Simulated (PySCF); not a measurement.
Cd(Br)(NH2) (BrCdH2N), SMILES [Br][Cd][NH2]. Atoms are numbered in the order given.

```xyz
5

Cd     0.7164    -0.0175     0.0000
Br    -1.7093     0.0093     0.0000
N      2.7430     0.1673     0.0000
H      3.1199    -0.3287    -0.8150
H      3.1199    -0.3287     0.8150
```
Charge 0, spin multiplicity 1.

Geometry: PBE-D3(BJ)/def2-TZVP. The def2 effective core potentials stand for the cores of Cd; spin–orbit coupling is left out. Other conformers were not sampled.

Computed with C-PCM-B3LYP/def2-SVP run with PySCF.

The values are the electrostatic part of the solvation free energy, E(continuum) − E(gas) at the gas-phase geometry, in a cavity of scaled van der Waals radii (PySCF's table); cavitation and dispersion terms are not included. A continuum can't describe solvent molecules that bind to the metal. In vacuum the orbital gap is 5.27 eV. The dipole moment in vacuum is 2.58 D.

| solvent | ε | ΔG(elec) (kcal/mol) | dipole (D) | gap (eV) |
|---|---|---|---|---|
| water | 78.36 | -13.7 | 3.50 | 5.54 |
| tetrahydrofuran | 7.43 | -11.7 | 3.36 | 5.50 |
| dichloromethane | 8.93 | -12.0 | 3.38 | 5.51 |
